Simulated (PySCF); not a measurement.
A structure optimised at PBE0-D3(BJ)/def2-SVP, used in a PySCF frequency run:

```xyz
8

B      0.6025    -1.2329     0.0000
Ge    -0.0296     0.7492     0.0000
H      0.4807     1.5115    -1.2400
H     -1.5753     0.8529     0.0000
H      0.4807     1.5115     1.2400
H      1.7785    -1.5235     0.0000
O     -0.2557    -2.2690     0.0000
H     -1.1844    -2.0103     0.0000
```
Charge 0, spin multiplicity 1.

Question: Write its SMILES, formula and point group.

Answer: O[BH][GeH3], BGeH5O, Cs

Question: What are its rotational constants (standard atomic weights)?

Answer: 32.191, 3.2780, 3.0877 GHz
